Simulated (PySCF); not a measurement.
**B (boron, neutral) across methods**

[He] 2s1 2p2, high-spin 4P determinant (an excited configuration). All numbers are calculated (PySCF 2.14, no relativity, point nucleus, in dyall-av2z (11s7p2d, 42 functions)).

```
   method  E (hartree)  mean ε 1s β (eV)  mean ε 2s α (eV)  mean ε 2p α (eV)  Σ⟨r²⟩ (bohr²)   ⟨S²⟩
      PBE     -24.4912           -179.67           -10.701            -4.840          16.40  3.750
      UHF    -24.45185           -207.96           -17.517            -9.701          15.76  3.750
      LDA     -24.2347           -177.77           -10.613            -4.846          16.55  3.750
  LC-wPBE     -24.5126           -185.56           -15.737            -8.996          15.87  3.750
   PBEsol     -24.3588           -178.63           -10.628            -4.770          16.45  3.750
   r2SCAN     -24.5293           -182.68           -11.294            -5.134          16.02  3.750
     PBE0     -24.5008           -186.89           -12.481            -6.112          16.11  3.750
BHandHLYP     -24.5210           -194.57           -13.917            -7.115          15.96  3.750
    TPSSh     -24.5365           -184.41           -11.600            -5.366          16.14  3.750
```
